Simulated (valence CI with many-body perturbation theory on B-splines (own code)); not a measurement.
Results of a calculation; reference values are marked as such.
**N2+: magnetic and hyperfine properties of the levels**

Method: configuration interaction combined with many-body perturbation theory (CI+MBPT): three valence electrons over a frozen Dirac-Fock core [He], a basis of 11 s, 11 p, 9 d, 7 f, 5 g, 2 h, 1 i functions for each j, with the one-electron correlation potential Σ1 (screened to all orders), the two-electron term Σ2, the three-electron term Σ3, Breit, model QED; selected single and double excitations, second order for the rest, scaled by the run's own slope (own B-spline code, finite nucleus).

Set against measurement, 59 paired levels are off by 57 cm⁻¹ on average, the worst by 133. These come from a selection out of Moore, Selected Tables of Atomic Spectra, NSRDS-NBS 3, section 5. Levels without a partner in it may be off by more.

A/g_I is the dipole constant over the nuclear g factor μ/I (μ in nuclear magnetons, uniformly magnetised nucleus), B/Q the quadrupole constant per barn. Both hold the static response of the core; the bare values leave it out. Large factors of s and p1/2 electrons are usually good to 5 to 10 %; those of open d and f shells near neutrality can be off by tens of per cent, and small factors of p3/2, d and f electrons come from cancelling terms and can be off by a factor of two or in sign, in half-filled shells by more. B is blank for J = 1/2, where it vanishes, and for nearly pure S terms. Energies count from the lowest level.

```csv
Level,E (cm⁻¹),g,A/g_I (MHz),A/g_I bare,B/Q (MHz/b),B/Q bare
2s2 2p 2P°_1/2,0,0.666,1220,1130,,
2s2 2p 2P°_3/2,174,1.334,237,300,413,423
2s 2p2 4P_1/2,57135,2.670,2550,2520,,
2s 2p2 4P_3/2,57195,1.735,1180,1180,341,350
2s 2p2 4P_5/2,57275,1.601,1200,1190,-427,-439
2s 2p2 2D_5/2,101078,1.200,1380,1280,820,841
2s 2p2 2D_3/2,101085,0.799,-526,-419,574,589
2s 2p2 2S_1/2,131130,2.002,5160,4640,,
2s 2p2 2P_1/2,146009,0.666,824,666,,
2s 2p2 2P_3/2,146117,1.334,-319,-148,-420,-430
2p3 4S°_3/2,186825,2.002,-320,-0.332,,
2p3 2D°_5/2,203131,1.200,348,409,-37.8,-38.5
2p3 2D°_3/2,203147,0.799,305,250,-21.3,-21.7
2s2 3s 2S_1/2,221261,2.002,1240,1130,,
2p3 2P°_1/2,230526,0.666,1230,1110,,
2p3 2P°_3/2,230530,1.334,143,248,38.9,40.3
2s2 3p 2P°_1/2,245612,0.666,217,202,,
2s2 3p 2P°_3/2,245648,1.334,81.5,92.7,91.4,93.3
2s2 3d 2D_3/2,267198,0.799,24.5,23.6,11.2,12.0
2s2 3d 2D_5/2,267204,1.200,4.84,5.70,16.0,17.1
2s 2p 3s 4P°_1/2,287474,2.670,3270,3050,,
2s 2p 3s 4P°_3/2,287537,1.735,1940,1830,-395,-405
2s 2p 3s 4P°_5/2,287652,1.601,1500,1420,493,506
2s 2p 3s 2P°_1/2,297114,0.666,-64.6,-17.6,,
2s 2p 3s 2P°_3/2,297228,1.334,1360,1300,444,456
2s2 4s 2S_1/2,301002,2.002,439,400,,
2s 2p 3p 2P_1/2,309080,0.659,-1110,-1010,,
2s 2p 3p 2P_3/2,309134,1.333,1610,1520,-303,-311
2s 2p 3p 4D_1/2,309604,0.004,-1040,-961,,
2s 2p 3p 4D_3/2,309640,1.201,723,702,-4.29,-4.39
2s 2p 3p 4D_5/2,309702,1.372,934,901,204,209
2s 2p 3p 4D_7/2,309798,1.429,944,908,584,599
2s2 4p 2P°_1/2,311615,0.666,115,110,,
2s2 4p 2P°_3/2,311639,1.334,103,106,66.3,67.9
2s 2p 3p 4S_3/2,314168,2.002,1890,1800,,
2s 2p 3p 4P_1/2,317214,2.670,3030,2880,,
2s 2p 3p 4P_3/2,317257,1.735,1380,1320,232,238
2s 2p 3p 4P_5/2,317316,1.601,1280,1220,-281,-289
2s2 4d 2D_3/2,317696,0.800,-19.0,-14.5,93.4,96.0
2s2 4d 2D_5/2,317728,1.201,169,165,124,128
```

Take the isotope of mass number 15, with I = 1/2, μ = -0.28306 μN. What is the hyperfine structure of 2s 2p2 4P_5/2?

From the table A = -679 MHz. Shifts from the centre of gravity in MHz: F = 2: 1190, F = 3: -849.
